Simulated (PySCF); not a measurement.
Spectrum to structure. Method used: TDDFT CAM-B3LYP/def2-SVPD, vertical, gas phase, core orbitals frozen in the response (PySCF). Geometries: GFN2-xTB, one conformer each.

```json
{"state": "S1", "λ (nm)": "248.5", "f": "0.0011"}
{"state": "S2", "λ (nm)": "206.2", "f": "0.307"}
{"state": "S3", "λ (nm)": "194.5", "f": "0.035"}
{"state": "S4", "λ (nm)": "189.1", "f": "0.069"}
{"state": "S5", "λ (nm)": "184.9", "f": "0.0026"}
{"state": "S6", "λ (nm)": "177.9", "f": "0.0010"}
{"state": "S7", "λ (nm)": "177.1", "f": "0.0052"}
{"state": "S8", "λ (nm)": "168.4", "f": "0.048"}
```

Triplets computed (Tamm–Dancoff): 3.79, 4.61, 5.52 eV.

Question: Which candidate is it? All have the formula C7H8O2.
A. `C/C=C(C=O)/C=C\C=O`
B. `C#CCC/C=C\C(=O)O`
C. `O=C[C@@H]1CC=CC(=O)C1`
D. `CC#C/C=C\OC(C)=O`
E. `O=C(O)C(/C=C\C=C)=C`

Answer: B. Its S1 lies at 4.99 eV; the nearest of the others has S1 at 5.32 eV. S1 is HOMO-3→LUMO (51%), HOMO-2→LUMO (32%). Löwdin shares by element: HOMO carbon 70% or more (atoms not listed hold the other 30%); LUMO carbon 63% or more, oxygen 14% or more (atoms not listed hold the other 24%). At the same level the other candidates give, for their lowest levels:
- `CC#C/C=C\OC(C)=O`: 233 nm (f 0.519); 231 nm (f 0.001); 215 nm (f 0.001); 203 nm (f 0.001); 193 nm (f 0.001); T1 3.34 eV; HOMO -7.84, LUMO 0.12 eV
- `O=C[C@@H]1CC=CC(=O)C1`: 322 nm (f 0.000); 290 nm (f 0.000); 213 nm (f 0.145); 204 nm (f 0.101); 198 nm (f 0.011); T1 3.36 eV; HOMO -8.87, LUMO -0.69 eV
- `C=C/C=C\C(=C)C(=O)O`: 274 nm (f 0.204); 239 nm (f 0.005); 219 nm (f 0.379); 193 nm (f 0.378); 189 nm (f 0.007); T1 2.75 eV; HOMO -7.87, LUMO -0.77 eV
- `C/C=C(C=O)/C=C\C=O`: 335 nm (f 0.005); 324 nm (f 0.001); 252 nm (f 0.177); 231 nm (f 0.255); 224 nm (f 0.026); T1 2.95 eV; HOMO -8.74, LUMO -1.32 eV

Shape of the structure used: `[CH:1]#[C:2][CH2:3][CH2:4]/[CH:5]=[CH:6]\[C:7](=[O:8])[OH:9]`: C2–C3–C4–C5 62°, C3–C4–C5–C6 96°, C5–C6–C7–O8 -6°, H–O9–C7–C6 180°.
